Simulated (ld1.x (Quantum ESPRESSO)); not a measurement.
**C: one change to a PAW potential, before and after**

ld1.x (Quantum ESPRESSO) 7.5 input, shortened:

```
&input
   title='C', zed=6., rel=1, dft='PBE', iswitch=3,
   config='[He] 2s2 2p1 3d-2'
 /
 &inputp
   pseudotype=3, lpaw=.true., tm=.true., lloc=-1, rcloc=1.20,
   nlcc=.true., new_core_ps=.true., rcore=0.55,
   which_augfun='BESSEL', rmatch_augfun=0.90
 /
6
2S  1  0   2.00   0.00  0.80  1.00  0.0
2S  1  0   0.00   0.75  0.80  1.00  0.0
2P  2  1   1.00   0.00  1.30  1.70  0.0
2P  2  1   0.00  -0.25  1.30  1.70  0.0
3D  3  2  -2.00   0.40  1.00  1.25  0.0
3D  3  2  -2.00   1.90  1.00  1.25  0.0
 &test
   configts(1)='2s2 2p1'
 /
```

Change: local potential all-electron potential smoothed inside 1.60 bohr (lloc = -1).

Cutoffs: the cutoffs (Ry, on a coarse ladder) from which the occupation-weighted sum of valence levels, in a spherical-Bessel basis at the reference potential, stays within 10 and 1 mRy of its value at 400 Ry; they do not see the model core or the augmentation charge, which bear on the density cutoff. Errors are all-electron minus pseudo energies relative to the spin-unpolarised reference configuration.

How do hardness, ghosts and transferability respond?

The potential gets neither clearly harder nor softer (30 Ry and 40 Ry → 30 Ry and 40 Ry); the s channel binds one level more than in the base; the number of tests with a reliable result goes from 7 to 2 (the test run of the changed file stopped, so its transferability is not established); neither file shows a bound ghost.

| quantity | base | changed |
| --- | --- | --- |
| cutoff, loose | 30 Ry | 30 Ry |
| cutoff, tight | 40 Ry | 40 Ry |
| loose cutoff by channel (10 mRy a level) | s 25 Ry, p 21 Ry | s 21 Ry, p 21 Ry |
| bound ghosts | none | none |
| tests with a reliable result | 7 of 7 | 2 of 7 (the test run stopped) |
| error for 2s2 2p2, meV [ΔE -10.86 eV] | -0.1 | +11 |
| error for 2s2 2p0, meV [ΔE 24.16 eV] | -1.9 | +0.2 |
| s: phases at 1.85 bohr within 0.05 rad from the reference energy up to (Ry; the scan ends near 5) | to the end of the scan | to the end of the scan |
| p: phases at 1.85 bohr within 0.05 rad from the reference energy up to (Ry; the scan ends near 5) | 3.8 | 3.5 |
| d: phases at 1.85 bohr within 0.05 rad from the reference energy up to (Ry; the scan ends near 5) | to the end of the scan | to the end of the scan |
| lowest overlap eigenvalue by channel | s 0.55, p 0.93, d 0.96 | s 0.73, p 0.90, d 0.98 |
